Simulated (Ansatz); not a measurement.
Reaction (ligand exchange at the Si–S bond): `CS[SiH2]O[SiH3]` + HBr → `[SiH3]O[SiH2]Br` + CH₃SH

Calculated with Ansatz (gas phase, PBE0-D4/def2-TZVP geometries, no zero-point term in ΔE). CCSD(T)/CBS adds triple-zeta CCSD(T) − MP2 to the extrapolated MP2 energy (def2 sets, frozen cores). This one scheme is used for every species. Functionals use def2-TZVPP. B3LYP here is the variant with VWN-RPA as its local correlation; programs differ in this. For Br outer-core shells are correlated without core-valence functions, which leaves a few kJ/mol of doubt a bond. Scalar relativity is left out up to krypton. Each species was taken in one conformer, which may not be the lowest.

`CS[SiH2]O[SiH3]`:

```xyz
13

C     1.894    0.577    0.939
S     1.338   -1.143    0.742
Si    0.342   -0.987   -1.120
O    -1.010   -0.069   -1.038
Si   -2.191    0.305    0.038
H     2.530    0.603    1.823
H     2.475    0.899    0.076
H     1.049    1.247    1.092
H     0.004   -2.380   -1.498
H     1.225   -0.340   -2.121
H    -1.627    1.098    1.162
H    -2.822   -0.926    0.580
H    -3.207    1.116   -0.676
```

HBr:

Cartesian coordinates in Å:
```
Br -0.218 -0.568 -0.367
H 0.218 0.568 0.367
```

`[SiH3]O[SiH2]Br`:

Z-matrix (Å, degrees):
```
Si
O 1 1.645
H 1 1.485 2 109.9
H 1 1.483 2 110.0 3 -120.8
H 1 1.482 2 107.3 3 119.5
Si 2 1.619 1 145.5 3 56.4
Br 6 2.221 2 110.2 1 29.0
H 6 1.477 2 109.1 1 147.2
H 6 1.479 2 110.5 1 -89.0
```

CH₃SH:

Cartesian coordinates in Å:
```
C 0.282 -0.402 0.000
S -0.803 0.839 0.738
H -0.222 -0.955 -0.792
H 0.536 -1.097 0.801
H 1.202 0.044 -0.377
H -0.994 1.571 -0.370
```

(1) Is it downhill or uphill in electronic energy at CCSD(T)/CBS, and by how much? (Estimate.)

(2) What do these levels give: PBE-D4, PBE0-D4, r2SCAN, B3LYP, HF/def2-TZVPP, MP2/def2-TZVPP, SCS-MP2/def2-TZVPP, CCSD/def2-TZVPP, CCSD(T)/def2-TZVPP, HF/def2-QZVPP, HF/CBS(def2), MP2/CBS(def2)? (Estimate.)

Largest T1 diagnostic among the species: 0.011.

## Answers

(1) The calculation gave: Downhill: ΔE = -8.5 kcal/mol.

(2) The calculation gave: PBE-D4 -6.6, PBE0-D4 -7.5, r2SCAN -8.3, B3LYP -9.8, HF/def2-TZVPP -12.5, MP2/def2-TZVPP -8.2, SCS-MP2/def2-TZVPP -8.9, CCSD/def2-TZVPP -8.8, CCSD(T)/def2-TZVPP -8.0, HF/def2-QZVPP -12.6, HF/CBS(def2) -12.6, MP2/CBS(def2) -8.7 kcal/mol.

The D4 term adds +2.0 kcal/mol with B3LYP and +1.2 kcal/mol with PBE0; it sums over pairs of atoms, weighted by their polarisabilities, and B3LYP, whose exchange is more repulsive, gets the larger term. In def2-TZVPP, CCSD(T) changes the Hartree–Fock value by +4.5 kcal/mol (the triples alone add +0.8 kcal/mol) and MP2 by +4.3 kcal/mol. From PBE to PBE0 (25 % exact exchange), in def2-TZVPP and without D4, ΔE moves by −0.8 kcal/mol.
